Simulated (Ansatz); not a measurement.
Stepwise reaction of `N[Si](O)([SiH3])[SiH3]` with ammonia, as a gas-phase model of exchange steps in deposition or etching. ΔE in kJ/mol.

Program: Ansatz. Geometries: PBE0-D4/def2-TZVP. ΔE: electronic, gas phase. CCSD(T)/CBS adds triple-zeta CCSD(T) − MP2 to the extrapolated MP2 energy (def2 sets, frozen cores). This one scheme is used for every species. Functionals use def2-TZVPP. B3LYP here is the variant with VWN-RPA as its local correlation; programs differ in this. Each species was taken in one conformer, which may not be the lowest.

```json
{"step": "2", "reaction": "`N[Si](N)(O)[SiH3]` + NH₃ → `N[Si](N)(N)O` + SiH₄", "PBE-D4": "-58.3", "B3LYP-D4": "-77.1", "ωB97M-V": "-85.0", "CCSD(T)/CBS": "-79.8"}
```

Question: Give the row of step 1, `N[Si](O)([SiH3])[SiH3]` + NH₃ → `N[Si](N)(O)[SiH3]` + SiH₄. (An estimate is asked.)

Answer: Computed: 
| step | reaction | PBE-D4 | B3LYP-D4 | ωB97M-V | CCSD(T)/CBS |
| --- | --- | --- | --- | --- | --- |
| 1 | `N[Si](O)([SiH3])[SiH3]` + NH₃ → `N[Si](N)(O)[SiH3]` + SiH₄ | -57.8 | -76.7 | -83.7 | -78.9 |

Question: By hand: ΔE of the 2 steps together at CCSD(T)/CBS.

Answer: (-78.9) + (-79.8) = -158.7 kJ/mol, or -79.3 kJ/mol a step.

In ΔE the steps differ by no more than 0.9 kJ/mol. All are downhill at CCSD(T)/CBS. PBE-D4 differs from CCSD(T)/CBS by 21.1 to 21.5 kJ/mol a step. Isolated molecules leave out the surface, adducts and barriers. Largest T1 diagnostic: 0.013.
